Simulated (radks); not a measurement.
Q: All-electron atom: a nucleus of charge 43.2 with 43 electrons in [Kr] 4d5 5s2. Method: Dirac Kohn-Sham, PBE, spin-unpolarised, spherical densities, finite nucleus; open shells fill j = l - 1/2 first; Fermi nuclear charge, rms radius 4.4112 fm; computed with a radial shooting solver on a logarithmic mesh with Libxc functionals. Some entries of the table are withheld. Estimate them.

orbital,occ.,eigenvalue (hartree),<r> (bohr)
1s1/2,2,-774.3593,(1)
2s1/2,2,-110.7167,0.1485
2p1/2,2,(2),0.1264
2p3/2,4,(3),0.1311
3s1/2,2,-19.41323,0.4126
3p1/2,2,-16.11262,(4)
3p3/2,4,-15.36863,(5)
3d3/2,4,(6),0.3939
3d5/2,6,(7),0.3974
4s1/2,2,-2.81483,1.048
4p1/2,2,-1.84604,1.140
4p3/2,4,-1.73418,1.170
4d3/2,4,-0.32661,1.662
4d5/2,1,-0.31543,1.683
5s1/2,2,-0.23782,3.190

A: 
(1) 1s1/2 <r> (bohr): 0.03411
(2) 2p1/2 eigenvalue (hartree): -102.1446
(3) 2p3/2 eigenvalue (hartree): -97.70881
(4) 3p1/2 <r> (bohr): 0.4063
(5) 3p3/2 <r> (bohr): 0.4169
(6) 3d3/2 eigenvalue (hartree): -9.53024
(7) 3d5/2 eigenvalue (hartree): -9.38682
